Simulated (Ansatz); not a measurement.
Reaction (SMILES): [O]=[Zr]=[O] → [O]=[Zr]=[O] as triplet, charge 0
Each molecule is optimised on its own at B3LYP-D3(BJ)/def2-TZVP (Ansatz, a program for electronic structure). Frequencies are from Ansatz. High T1 diagnostic, so coupled cluster is less sure: [O]=[Zr]=[O], [O]=[Zr]=[O] as triplet, charge 0. [O]=[Zr]=[O] as triplet, charge 0: The spin state was set by rule; other spins were not relaxed. A spin state is the lowest found, not a proven ground state.
Geometry of the first species:
```xyz
3

Zr    -0.1854     0.1286    -0.1941
O      1.5626    -0.0948    -0.4148
O     -0.6354    -0.5480     1.3852
```

Quantity: adiabatic triplet-singlet gap (0 K, with B3LYP-D3(BJ) harmonic zero-point energies), in kcal/mol. Cores are frozen in the correlated levels unless marked. Open shells are spin-unrestricted. No spin-orbit coupling. The frozen core is the preceding noble-gas configuration, with the filled d and f shells of earlier blocks. In def2 rows, elements after Kr have scalar-relativistic effective core potentials. CBS marks a two-point X^-3 extrapolation of the correlation energy; Hartree-Fock from the larger set. The bracket is a focal-point correction in the basis named.

```json
[
 {"level": "BLYP/def2-TZVPD", "program": "Ansatz", "adiabatic triplet-singlet gap (kcal/mol)": "40.0", "minus last row": "-10.4"},
 {"level": "r2SCAN/def2-TZVPD", "program": "Ansatz", "adiabatic triplet-singlet gap (kcal/mol)": "41.1", "minus last row": "-9.3"},
 {"level": "B3LYP/def2-TZVPD", "program": "Ansatz", "adiabatic triplet-singlet gap (kcal/mol)": "41.0", "minus last row": "-9.4"},
 {"level": "wB97X-V/def2-TZVPD", "program": "Ansatz", "adiabatic triplet-singlet gap (kcal/mol)": "47.1", "minus last row": "-3.3"},
 {"level": "B2PLYP-D4/def2-TZVPD", "program": "Ansatz + dftd4", "adiabatic triplet-singlet gap (kcal/mol)": "49.8", "minus last row": "-0.6"},
 {"level": "CCSD/def2-SVPD", "program": "Ansatz", "adiabatic triplet-singlet gap (kcal/mol)": "43.9", "minus last row": "-6.5"},
 {"level": "RI-MP2/CBS(def2-TZVPPD,def2-QZVPPD)+[CCSD(T)-MP2]/def2-TZVPPD", "program": "Ansatz", "adiabatic triplet-singlet gap (kcal/mol)": "50.4", "minus last row": "0.0"}
]
```
